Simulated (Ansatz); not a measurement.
Li₇. The state is a doublet with charge 0. Geometry PBE/def2-TZVP, that of the charge +1 singlet; atoms count from 1.

Cartesian coordinates in Å:
```
Li 1.216 2.347 0.728
Li -0.181 0.238 2.726
Li -0.639 -1.598 -2.135
Li 1.115 -0.617 0.128
Li -1.115 0.617 -0.128
Li -1.328 -2.200 0.956
Li 0.933 1.212 -2.275
```

The structure comes from a short search, and lower isomers may exist.

Question: Estimate the Mulliken populations from the PBE0/def2-TZVP orbitals of Ansatz.

Answer: 
| atom | charge (e) | spin (α − β) |
| --- | --- | --- |
| Li1 | 0.05 | 0.05 |
| Li2 | 0.05 | 0.05 |
| Li3 | 0.05 | 0.05 |
| Li4 | -0.14 | 0.37 |
| Li5 | -0.14 | 0.37 |
| Li6 | 0.05 | 0.05 |
| Li7 | 0.05 | 0.05 |
Mulliken values and Mayer orders depend strongly on the basis.

Question: Where does the spin sit?

Answer: Summed by element: Li 1.00, of 1 unpaired in all. Largest on single atoms: Li4 0.37, Li5 0.37, Li3 0.05.

Question: And the Mayer bond orders between bonded heavy atoms (over 0.3)?

Answer: Li4–Li5 0.32 (2.56 Å).
